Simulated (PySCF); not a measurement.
F₃Ge, SMILES [F][Ge]([F])[F] (connectivity only; charge and spin as stated), charge +1, multiplicity 1.

Coordinates come from a B3LYP-D3(BJ)/def2-SVP optimisation. The spin state was assumed, not searched. The isomer is the one that the SMILES or the coordinates give; other isomers of the formula were not compared.

All values below come from PySCF with TDA-PBE/def2-SVPD.

Vertical excitations; the highest root listed may be one member of a degenerate set. Isolated molecule, no solvent. State labels are in the subgroup C2v.

```
state  symmetry  energy (eV)  λ (nm)      f                            main pairs
-----  --------  -----------  ------  -----  ------------------------------------
S1           B1         5.76     215  0.000                       HOMO→LUMO 100 %
S2           A2         6.09     204  0.000          HOMO−2→LUMO (degenerate set)
S3           B2         6.09     204  0.000          HOMO−1→LUMO (degenerate set)
S4           A1         6.33     196  0.025          HOMO−4→LUMO (degenerate set)
S5           B1         6.33     196  0.025          HOMO−3→LUMO (degenerate set)
S6           B2         7.18     173  0.052                      HOMO−5→LUMO 99 %
S7           A2         7.48     166  0.000                     HOMO→LUMO+1 100 %
S8           A2         7.89     157  0.000        HOMO−3→LUMO+1 (degenerate set)
S9           B2         7.89     157  0.000        HOMO−4→LUMO+1 (degenerate set)
S10          A1         7.99     155  0.000  HOMO−1→LUMO+1 62 %, HOMO−7→LUMO 37 %
T1           B1         5.31     234      0                       HOMO→LUMO 100 %
T2           A2         5.64     220      0          HOMO−2→LUMO (degenerate set)
T3           B2         5.64     220      0          HOMO−1→LUMO (degenerate set)
T4           A1         5.68     218      0                      HOMO−4→LUMO 99 %
```
Triplets are in the Tamm–Dancoff approximation.
